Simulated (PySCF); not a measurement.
Si(F)(Me)(Et)(OH) (C₃H₉FOSi), SMILES CC[Si](C)(O)F.

The structure is a stationary point at B3LYP-D3(BJ)/def2-SVP. One conformer was computed; it need not be the lowest.

The numbers are results of r2SCAN/def2-TZVP run with PySCF, not measurements.

The molecule is in vacuum.

```
Property                                                                                                        Value
---------------------------------------------------------------------------------------------  ----------------------
total energy                                                                                       -584.40162 hartree
highest occupied level                                                                                       -7.12 eV
lowest empty level                                                                                            0.62 eV
orbital gap                                                                                                   7.75 eV
dipole moment                                                                                                  1.73 D
quadrupole, principal values (traceless, Buckingham form, about the centre of nuclear charge)  -5.76, -2.41, 8.17 D·Å
mean static polarisability                                                                       63.4 bohr³ (9.39 Å³)
polarisability, principal values                                                               56.3, 64.5, 69.3 bohr³
```
